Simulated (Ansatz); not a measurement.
CH₅BOSi, SMILES `B1CO[SiH2]1` from Hartree–Fock to CCSD(T)

Cartesian coordinates in Å:
```
B -0.2403 0.1822 1.0685
C 0.1026 1.1042 -0.1582
O 0.2984 0.1479 -1.2321
Si 0.0038 -1.2397 -0.3289
H -0.4882 0.4700 2.1958
H -0.6999 1.8122 -0.4144
H 1.0091 1.7110 -0.0127
H -1.1595 -2.0247 -0.8333
H 1.1741 -2.1631 -0.2848
```

Charge 0, multiplicity 1. The structure was optimised at the PBE0-D4/def2-TZVP level. Frozen core, restricted reference, Ansatz. CBS rows extrapolate triple and quadruple zeta; past MP2 they add the triple-zeta difference.

```
     basis     HF (Eh)  MP2 corr.
  def2-SVP  -429.02087   -0.49048
def2-TZVPP  -429.29409   -0.61433
def2-QZVPP  -429.30982   -0.65949
```

Q: Estimate the CCSD correlation energy and the (T) correction in each basis where they were run (hartree).

A: 
```csv
basis,CCSD corr.,(T)
def2-SVP,-0.53614,-0.01530
def2-TZVPP,-0.65344,-0.02557
CBS(def2),-0.73205,as TZ
```
